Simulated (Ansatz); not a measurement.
Program: Ansatz. Geometries: PBE0-D4/def2-TZVP. ΔE: electronic, gas phase. CBS: MP2 limit from def2 TZ/QZ plus the TZ coupled-cluster correction, frozen cores. This one scheme is used for every species. DFT in def2-TZVPP. def2 core potentials past Kr. For I outer-core shells are correlated without core-valence functions, which leaves a few kJ/mol of doubt a bond. Each species was taken in one conformer, which may not be the lowest.

Reaction (ligand exchange at the Si–I bond): `O[SiH2]I` + `O[Si](O)(O)O` → `O[SiH2]O[Si](O)(O)O` + HI

```
             level  ΔE (kJ/mol)
            B2PLYP        -41.8
CCSD(T)/def2-TZVPP        -47.6
```

Question: What does CCSD(T)/CBS give? (Estimate.)

Answer: Computed: -39.3 kJ/mol. The listed levels differ from it by -2.5, -8.3 kJ/mol.

Largest T1 diagnostic among the species: 0.012.

The D4 term adds −5.8 kJ/mol with B3LYP and −3.7 kJ/mol with PBE0; it sums over pairs of atoms, weighted by their polarisabilities, and B3LYP, whose exchange is more repulsive, gets the larger term. From PBE to PBE0 (25 % exact exchange), in def2-TZVPP and without D4, ΔE moves by −3.9 kJ/mol.

B3LYP here is the variant with VWN-RPA as its local correlation; programs differ in this.
